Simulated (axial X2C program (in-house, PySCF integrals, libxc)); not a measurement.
## CoGe along the bond: B3LYP, 2c

Computed with an in-house relativistic program for diatomic molecules. Two-component (2c) means X2C with spin–orbit coupling and atomic mean-field two-electron Coulomb and Gaunt terms. Basis: Ge dyall-cv3z [9s9p7d4f1g], Co dyall-cv3z [9s10p6d3f2g] (cores contracted in-house); Gaussian nuclei, density fitting, unrestricted open shells. Masses: Ge 73.921 u, Co 58.933 u.

State: Ω = 7/2 (⟨Sz⟩ = 0.50, ⟨Lz⟩ = 3.00 at B3LYP). Dipoles are positive if Co is the positive end.

| R (Å) | μ (D) | HOMO (eV) | LUMO (eV) |
| --- | --- | --- | --- |
| 2.031 | 1.680 | -4.47 | -2.86 |
| 2.124 | 1.654 | -4.49 | -2.88 |
| 2.194 | 1.623 | -4.51 | -2.90 |
| 2.264 | 1.580 | -4.54 | -2.93 |
| 2.334 | 1.527 | -4.56 | -2.95 |
| 2.416 | 1.453 | -4.60 | -2.99 |
| 2.497 | 1.366 | -4.63 | -3.03 |
| 2.602 | 1.239 | -4.68 | -3.08 |
| 2.731 | 1.067 | -4.75 | -3.15 |
| 2.917 | 0.799 | -4.85 | -3.26 |

(1) The minimum lies at 2.334 Å. What is the dipole moment there, and its slope?

One determinant describes the state; a PBE0 search over occupations chose it and may have missed a lower one. Density functionals use the spin component along the axis (collinear). PBE0 can misorder states that lie within some tenths of an eV, so this need not be the ground state of the molecule. The nearest other spin-free determinant of the search, M_S = 3/2, Λ = 3, lies 0.06 eV up at the distance of the search. Without a current term, density functionals place determinants with orbital angular momentum somewhat too high. With several unpaired electrons one determinant need not be a pure state. A state of lower Ω lies just above, and one determinant can place such states too high, so the state shown need not be the lowest. The search has Ω = 5/2 only 0.05 eV up. The determinant is spin-polarised beyond a pure state at some levels (its spin-free form has ⟨S²⟩ too high), which makes Re and μ there less reliable.

Results:

(1) At B3LYP, 2c, with the sign and origin stated: μ = 1.53 D, dμ/dR = -0.83 D/Å.
